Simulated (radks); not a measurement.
Results of a calculation; reference values are marked as such.
Q: Neutral gold: order these configurations by energy. Level of theory: scalar-relativistic Kohn-Sham, PBEsol, spin-polarised, spherical densities, finite nucleus; Fermi nuclear charge, rms radius of each element as measured or else 0.836 A^(1/3) + 0.57 fm (a radial shooting solver on a logarithmic mesh with Libxc functionals). Open shells are filled with parallel spins first. [Xe] 4f14 5d10 6p1; [Xe] 4f14 5d10 6s1; [Xe] 4f14 5d9 6s1 6p1; [Xe] 4f14 5d9 6s2.

A: From the lowest, in eV above it: [Xe] 4f14 5d10 6s1 0.000; [Xe] 4f14 5d9 6s2 1.724; [Xe] 4f14 5d10 6p1 5.358; [Xe] 4f14 5d9 6s1 6p1 6.775.
